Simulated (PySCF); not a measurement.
Solvent effects on NMR parameters

Geometry:
```csv
atom,x (Å),y (Å),z (Å)
N1,-2.801,0.335,0.072
C2,-1.816,-0.685,-0.293
Si3,-0.278,-0.618,0.793
C4,1.279,-1.499,0.158
C5,2.038,-0.485,-0.730
Si6,1.756,1.226,0.037
O7,0.261,0.984,0.764
H8,-3.167,0.150,1.005
H9,-2.341,1.243,0.133
H10,-2.288,-1.683,-0.259
H11,-1.526,-0.544,-1.351
H12,-0.649,-0.980,2.196
H13,1.061,-2.437,-0.378
H14,1.894,-1.777,1.032
H15,1.602,-0.467,-1.744
H16,3.101,-0.746,-0.852
H17,2.781,1.586,1.064
H18,1.679,2.327,-0.967
```

GIAO PBE0/pcSseg-1 in PySCF 2.14 on one PBE0-D3(BJ)/def2-SVP conformer, non-relativistic, equivalent nuclei averaged. Solvents enter as an IEF-PCM continuum (methanol with ε = 32.6, acetonitrile with ε = 35.7) around the gas-phase geometry. Shifts are referred to TMS computed in the same medium.

Gas phase, δ in ppm: C2 31.7, C5 7.8, C4 7.5, Si3 16.4, Si6 -0.3, H18 5.08, H17 4.93, H12 4.75, H11 2.13, H10 1.93, H16 0.97, H15 0.86, H13 0.81, H14 0.75. Dipole moment 2.08 D.

Q: How does each δ change in the continuum?

A: 
```json
{"atoms": "C2", "environment": "sp3 CH2 bonded to N and Si", "Δδ, methanol": "+0.4", "Δδ, acetonitrile": "+0.4"}
{"atoms": "C5", "environment": "sp3 CH2 bonded to Si", "Δδ, methanol": "+0.5", "Δδ, acetonitrile": "+0.5"}
{"atoms": "C4", "environment": "sp3 CH2 bonded to Si", "Δδ, methanol": "+0.5", "Δδ, acetonitrile": "+0.5"}
{"atoms": "Si3", "environment": "silicon bonded to 2 C, O, H, in a 5-membered ring", "Δδ, methanol": "+2.3", "Δδ, acetonitrile": "+2.3"}
{"atoms": "Si6", "environment": "silicon bonded to C, O, 2 H, in a 5-membered ring", "Δδ, methanol": "+1.4", "Δδ, acetonitrile": "+1.4"}
{"atoms": "H18", "environment": "hydrogen on a silicon bonded to C, O, in a 5-membered ring", "Δδ, methanol": "-0.07", "Δδ, acetonitrile": "-0.07"}
{"atoms": "H17", "environment": "hydrogen on a silicon bonded to C, O, in a 5-membered ring", "Δδ, methanol": "-0.08", "Δδ, acetonitrile": "-0.08"}
{"atoms": "H12", "environment": "hydrogen on a silicon bonded to 2 C, O, in a 5-membered ring", "Δδ, methanol": "-0.04", "Δδ, acetonitrile": "-0.04"}
{"atoms": "H11", "environment": "hydrogen on an sp3 CH2 bonded to N and Si", "Δδ, methanol": "+0.08", "Δδ, acetonitrile": "+0.08"}
{"atoms": "H10", "environment": "hydrogen on an sp3 CH2 bonded to N and Si", "Δδ, methanol": "+0.14", "Δδ, acetonitrile": "+0.14"}
{"atoms": "H16", "environment": "hydrogen on an sp3 CH2 bonded to Si", "Δδ, methanol": "+0.11", "Δδ, acetonitrile": "+0.11"}
{"atoms": "H15", "environment": "hydrogen on an sp3 CH2 bonded to Si", "Δδ, methanol": "+0.19", "Δδ, acetonitrile": "+0.19"}
{"atoms": "H13", "environment": "hydrogen on an sp3 CH2 bonded to Si", "Δδ, methanol": "+0.15", "Δδ, acetonitrile": "+0.15"}
{"atoms": "H14", "environment": "hydrogen on an sp3 CH2 bonded to Si", "Δδ, methanol": "+0.12", "Δδ, acetonitrile": "+0.12"}
```

Changes are relative to the gas phase. The dipole moment becomes 2.72 D in methanol, 2.72 D in acetonitrile.

Q: Which of the listed nuclei move most (in ppm), and what does the model miss? (N and O are left out, as their reference compounds move with the solvent too.)

A: Si3 (silicon bonded to 2 C, O, H, in a 5-membered ring, +2.3 ppm) in acetonitrile. A continuum only polarises the solute; specific hydrogen bonds, the anisotropy of aromatic solvents and changes of geometry or conformer are outside it.
